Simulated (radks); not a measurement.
Q: All-electron atom: the zinc ion Zn2+ in [Ar] 3d10. All-electron calculation, scalar-relativistic Kohn-Sham, r2SCAN, spin-polarised, spherical densities, finite nucleus; meta-GGA in the generalised Kohn-Sham scheme; Fermi nuclear charge, rms radius 3.9283 fm. Program: a radial shooting solver on a logarithmic mesh with Libxc functionals. Some entries of the table are withheld. Estimate them.

| orbital | occ. | eigenvalue (hartree) | r(max) (bohr) |
|---|---|---|---|
| 1s | 2 | (1) | 0.03291 |
| 2s | 2 | -43.71846 | 0.1891 |
| 2p | 6 | -37.92762 | 0.1522 |
| 3s | 2 | -5.66923 | 0.5880 |
| 3p | 6 | (2) | 0.5931 |
| 3d | 10 | -1.14068 | 0.5701 |

A: 
(1) 1s eigenvalue (hartree): -351.8813
(2) 3p eigenvalue (hartree): -3.92639
